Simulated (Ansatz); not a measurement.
The molecule TaGa, multiplicity 5 (lowest of 2S+1 = 1, 3, 5, 7 at PBE0/def2-TZVPP; our sources give no spin for the ground state, which may be another). No spin–orbit coupling. Ga is treated without relativity.

Constants: fifth-degree fit in 1/R to seven points, most abundant isotopes. Runs in def2 and cc sets follow the lowest solution found near the PBE0 minimum.

Correlated levels freeze the inner cores; with def2 sets outer-core shells near the valence are correlated too.

Programs: Ansatz (Gaussian basis) for Hartree–Fock, density functionals and correlated methods.  In def2 rows elements past Kr take small-core potentials, without spin–orbit coupling.

Energies at B2PLYP/def2-TZVPP:

| R (Å) | E (hartree) |
|---|---|
| 2.445770 | -1981.22675416 |
| 2.511516 | -1981.23033250 |
| 2.572003 | -1981.23209890 |
| 2.640379 | -1981.23268523 |
| 2.708756 | -1981.23207340 |
| 2.787651 | -1981.23018776 |
| 2.879696 | -1981.22671126 |

Question: With a reduced mass of 49.9130 u, find the minimum, the force constant and the constants.

Answer: A fifth-degree polynomial in 1/R puts the minimum at r_e = 2.6370 Å with force constant 112 N/m. Then ω_e = (1/2πc)√(k/μ) = 195 cm⁻¹ and B_e = h/(8π²cμr_e²) = 0.04857 cm⁻¹; the cubic and quartic terms give α_e = 0.00014 and ω_e x_e = 0.22 cm⁻¹.

Ansatz is a program for electronic structure.
